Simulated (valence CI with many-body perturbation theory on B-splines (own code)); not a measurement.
# E1 transitions of Cs V

Method: relativistic CI+MBPT: five valence electrons over a frozen Dirac-Fock core [Kr] 4d10, radial functions for each j: 9 s, 9 p, 8 d, 6 f, 3 g, 1 h, with the one-electron correlation potential Σ1 (screened to all orders), the two-electron term Σ2, the three-electron term Σ3, Breit, model QED; selected single and double excitations, second order for the rest, scaled by the run's own slope (own B-spline code, finite nucleus).

Against 27 measured levels this calculation errs by 208 cm⁻¹ on average and by 622 at most. These come from a selection out of Sansonetti, J. Phys. Chem. Ref. Data 38, 761 (2009). Levels without a partner in it may be off by more, other configurations by several thousand cm⁻¹. Among the levels kept, up to 590 cm⁻¹ of a level comes from second order outside the variational space, and about a tenth of that is noise between levels of different J, which matters for small intervals. 4 measured levels below the end of the list, from 158249 cm⁻¹ on, found no clear computed partner, and computed levels of the same name lie up to 507 cm⁻¹ from them.

Lines 1 to 50 of 208 in falling wavelength, among levels below 206970 cm⁻¹, chosen from the strongest by gf and those to the six lowest levels. Wavelengths and rates use the calculated energies, so an error of 200 cm⁻¹ moves a line at 22910 Å by 4.6 % and its rate by three times that or more. Electric multipoles are in the length gauge, E1 and E2 with the static RPA response of the core. Weak lines are less certain than strong ones. Lines between different terms over intervals too small for the method are left out, as are lines whose strength nearly cancels. The highest levels of a list are the least certain.

Names give the largest LS component (configuration and term), which can be under half, so a name can repeat, a term be missing and a line seem to break the LS rules; names also repeat where a configuration has a term twice. Letters in brackets count levels of one name in rising energy.

```
λ vac (Å)                 Upper                Lower   A (s⁻¹)  S (a.u.)
    22910      4f5s²5p² ⁴F°_7/2      5s²5p²5d ⁴P_5/2  1.13e+04  5.35e-01
    14040  4f5s²5p² ²F°_5/2 [a]  5s²5p²5d ²D_3/2 [a]  4.77e+04  3.91e-01
    10310      4f5s²5p² ⁴D°_7/2      5s²5p²5d ⁴D_5/2  3.32e+05  1.44e+00
     9588  4f5s²5p² ²F°_5/2 [b]  5s²5p²5d ²D_3/2 [a]  5.16e+05  1.35e+00
     9095  4f5s²5p² ²G°_9/2 [c]      5s²5p²5d ²G_9/2  9.28e+04  3.45e-01
     8648      4f5s²5p² ²D°_5/2      5s²5p²5d ⁴D_3/2  1.91e+05  3.66e-01
     8079       5s²5p²5d ⁴P_5/2     4f5s²5p² ⁴G°_7/2  1.34e+05  2.09e-01
     6973  4f5s²5p² ²G°_9/2 [c]      5s²5p²5d ²G_7/2  1.94e+06  3.24e+00
     6945      4f5s²5p² ⁴D°_7/2      5s²5p²5d ²F_7/2  2.19e+05  2.89e-01
     6736  4f5s²5p² ²G°_9/2 [b]      5s²5p²5d ⁴D_7/2  2.22e+06  3.34e+00
     6663  4f5s²5p² ²G°_9/2 [a]      5s²5p²5d ⁴F_9/2  3.24e+05  4.73e-01
     6624      4f5s²5p² ⁴G°_5/2      5s²5p²5d ⁴F_3/2  1.21e+06  1.04e+00
     6602      4f5s²5p² ⁴F°_3/2      5s²5p²5d ⁴D_3/2  3.56e+05  2.02e-01
     6529  4f5s²5p² ²G°_7/2 [a]      5s²5p²5d ⁴F_7/2  3.24e+05  3.56e-01
     6514      4f5s²5p² ⁴G°_7/2      5s²5p²5d ⁴F_5/2  2.82e+06  3.08e+00
     6474      4f5s²5p² ⁴D°_5/2      5s²5p²5d ⁴D_3/2  9.91e+05  7.96e-01
     6366  4f5s²5p² ²G°_7/2 [a]      5s²5p²5d ²F_5/2  2.68e+06  2.73e+00
     6147     4f5s²5p² ⁴G°_11/2      5s²5p²5d ⁴F_9/2  4.22e+06  5.81e+00
     5961      4f5s²5p² ²F°_7/2      5s²5p²5d ⁴P_5/2  1.91e+05  1.60e-01
     5950  4f5s²5p² ²G°_9/2 [a]      5s²5p²5d ²F_7/2  3.85e+06  4.00e+00
     5940      4f5s²5p² ⁴G°_9/2      5s²5p²5d ⁴F_7/2  4.48e+06  4.64e+00
     5885      4f5s²5p² ⁴F°_7/2      5s²5p²5d ⁴D_5/2  1.38e+06  1.11e+00
     5836      4f5s²5p² ⁴F°_5/2      5s²5p²5d ⁴D_5/2  2.92e+05  1.72e-01
     5699      4f5s²5p² ⁴F°_3/2      5s²5p²5d ⁴D_1/2  2.06e+06  7.54e-01
     5573      4f5s²5p² ⁴D°_7/2      5s²5p²5d ⁴F_7/2  2.20e+05  1.51e-01
     5546      4f5s²5p² ⁴G°_5/2      5s²5p²5d ²P_3/2  2.28e+06  1.15e+00
     5454      4f5s²5p² ⁴D°_7/2      5s²5p²5d ²F_5/2  5.10e+05  3.26e-01
     5398  4f5s²5p² ²F°_5/2 [a]      5s²5p²5d ⁴D_7/2  3.53e+05  1.64e-01
     5109  4f5s²5p² ²G°_9/2 [c]      5s²5p²5d ⁴D_7/2  7.18e+05  4.72e-01
     4870      4f5s²5p² ²F°_7/2      5s²5p²5d ⁴D_7/2  1.63e+06  7.45e-01
     4851      4f5s²5p² ⁴F°_5/2      5s²5p²5d ⁴D_3/2  1.30e+06  4.40e-01
     4634      4f5s²5p² ²D°_3/2         5s5p⁴ ²S_1/2  2.16e+06  4.25e-01
     4610      4f5s²5p² ⁴F°_7/2      5s²5p²5d ²F_7/2  1.84e+06  7.11e-01
     4580      4f5s²5p² ⁴F°_5/2      5s²5p²5d ²F_7/2  4.09e+05  1.16e-01
     4510  4f5s²5p² ²G°_7/2 [a]      5s²5p²5d ⁴F_5/2  6.07e+05  2.20e-01
     4313      4f5s²5p² ²D°_5/2      5s²5p²5d ⁴F_5/2  4.82e+05  1.15e-01
     4033      4f5s²5p² ⁴D°_7/2      5s²5p²5d ⁴F_5/2  5.77e+05  1.49e-01
     3961      4f5s²5p² ²D°_3/2      5s²5p²5d ⁴D_3/2  1.98e+06  2.43e-01
     3908      4f5s²5p² ²D°_5/2      5s²5p²5d ⁴F_3/2  5.50e+06  9.72e-01
     3880      4f5s²5p² ⁴F°_5/2      5s²5p²5d ²F_5/2  2.89e+06  5.00e-01
     3756  4f5s²5p² ²G°_9/2 [b]      5s²5p²5d ⁴F_9/2  6.60e+05  1.73e-01
     3650  4f5s²5p² ²F°_5/2 [a]      5s²5p²5d ⁴D_5/2  3.45e+06  4.96e-01
     3617      4f5s²5p² ²D°_3/2      5s²5p²5d ⁴D_1/2  1.91e+06  1.78e-01
     3506      4f5s²5p² ²D°_5/2      5s²5p²5d ²P_3/2  2.77e+06  3.54e-01
     3481      4f5s²5p² ⁴F°_3/2         5s5p⁴ ²P_1/2  4.66e+06  3.88e-01
     3428      4f5s²5p² ⁴F°_3/2      5s²5p²5d ⁴F_3/2  1.34e+06  1.07e-01
     3401      4f5s²5p² ²F°_7/2      5s²5p²5d ⁴D_5/2  2.54e+06  3.94e-01
     3393      4f5s²5p² ⁴D°_5/2      5s²5p²5d ⁴F_3/2  1.95e+06  2.25e-01
     3239  4f5s²5p² ²F°_5/2 [a]      5s²5p²5d ⁴D_3/2  2.13e+06  2.15e-01
     3190  4f5s²5p² ²G°_9/2 [c]      5s²5p²5d ⁴F_9/2  9.36e+05  1.50e-01
```
